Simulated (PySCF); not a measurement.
## Correlation energy of Sr (strontium, neutral)

[Kr] 5p2, high-spin 3P determinant (an excited configuration). All numbers are calculated (PySCF 2.14, scalar relativity by spin-free X2C-1e, in x2c-TZVPPall with one added diffuse shell each of s, p, d, f type (9s7p7d3f1g, 95 functions)). Frozen: [Ar] 3d10; 10 electrons correlated.

```
  level  correlation energy (mhartree)
   CCSD                        -211.10
    (T)                          -8.87
CCSD(T)                        -219.97
```

Diagnostics: T1 = 0.020, D1 = 0.0641, largest double amplitude 0.280.

A double-excitation amplitude exceeds 0.15, a sign of near-degeneracy.

Cost of the coupled-cluster step: of the order of 60 core-seconds, for 10 correlated electrons.

This basis was not built for core-valence correlation, so the inner-shell part is incomplete.
